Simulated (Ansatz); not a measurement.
```tsv
atom	x (Å)	y (Å)	z (Å)
C	0.0000	0.0224	-0.6989
C	0.0000	-0.0224	0.6989
O	0.0000	0.9791	-1.2487
O	0.0000	-0.9791	1.2487
H	0.0000	-0.9017	-1.1522
H	0.0000	0.9017	1.1522
```

Basis set: cc-pVDZ (spherical functions). Correlated methods keep 4 orbitals frozen. Charge 0, multiplicity 1.

Computed with Ansatz (development build ahead of 0.2.0); each method stands on the lowest determinant of its kind that the runs found. Restricted open shells among the atoms or ions are ROHF, correlated in semicanonical orbitals with singles.

Give the atomization energy at this shape (free ground-state atoms in the same class of orbitals less the molecule, no zero-point energy) of singlet C2H2O2 by RHF-MP2, RHF.

| method | atomization energy |
| --- | --- |
| RHF-MP2 | 554.33 kcal/mol |
| RHF | 390.83 kcal/mol |

Caution: no unrestricted run beside it, a lower state can exist; the shape is not the minimum.
